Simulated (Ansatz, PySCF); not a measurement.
Gas-phase reaction in SMILES: C[CH2][Ge]([F])([F])[CH2]C [diethyl(difluoro)germane] + 6 [H][H] (H2) → 4 C (CH4) + 2 F (HF) + [GeH4] (GeH4)
Each molecule is optimised on its own at B3LYP-D3(BJ)/def2-TZVP (Ansatz, an electronic-structure program), one conformer each, not searched for the lowest. Frequencies are from Ansatz or PySCF.

Wanted: energy of full hydrogenation (enthalpy at 298 K, with B3LYP-D3(BJ) rigid-rotor harmonic-oscillator terms), in eV. Valence correlation only, unless marked. No spin-orbit coupling. Frozen are the shells of the preceding noble gas and the d and f shells that filled before the atom's block. No relativistic terms. CBS marks a two-point X^-3 extrapolation of the correlation energy; Hartree-Fock from the larger set. The bracket is a focal-point correction in the basis named.

| level | program | energy of full hydrogenation (eV) | minus last row |
|---|---|---|---|
| HF/cc-pVDZ | Ansatz | -1.59 | -1.32 |
| HF/aug-cc-pVTZ | Ansatz | -1.30 | -1.03 |
| BLYP-D3(BJ)/def2-TZVPD | Ansatz + dftd3 | -0.30 | -0.03 |
| BLYP-D4/def2-TZVPD | Ansatz + dftd4 | -0.24 | 0.03 |
| r2SCAN-D4/def2-TZVPD | Ansatz + dftd4 | -0.30 | -0.03 |
| PBE0/STO-3G | Ansatz | -0.06 | 0.21 |
| PBE0-D3(BJ)/def2-TZVP | Ansatz + dftd3 | -0.52 | -0.25 |
| BHLYP-D3(BJ)/def2-TZVPD | Ansatz + dftd3 | -0.66 | -0.39 |
| r2SCANh/def2-TZVPD | Ansatz | -0.46 | -0.19 |
| HSE06-D3(BJ)/def2-TZVPD | Ansatz + dftd3 | -0.64 | -0.37 |
| CAM-B3LYP-D3(BJ)/def2-TZVPD | Ansatz + dftd3 | -0.60 | -0.33 |
| LC-wPBE-D3(BJ)/def2-TZVPD | Ansatz + dftd3 | -0.51 | -0.24 |
| B2PLYP-D4/def2-TZVPD | Ansatz + dftd4 | -0.31 | -0.04 |
| MP2/aug-cc-pVDZ | Ansatz | -0.33 | -0.06 |
| RI-MP2/cc-pVTZ | Ansatz | -0.10 | 0.17 |
| RI-MP2/cc-pVQZ | Ansatz | -0.05 | 0.22 |
| SCS-MP2/6-31G | Ansatz | 1.21 | 1.48 |
| SCS-MP2/6-31G* | Ansatz | 0.80 | 1.07 |
| CCSD/6-31G | Ansatz | 1.23 | 1.50 |
| CCSD(T)/cc-pVDZ | Ansatz | -0.68 | -0.41 |
| RI-MP2/CBS(aug-cc-pVTZ,aug-cc-pVQZ)+[CCSD(T)-MP2]/aug-cc-pVTZ | Ansatz | -0.27 | 0.00 |
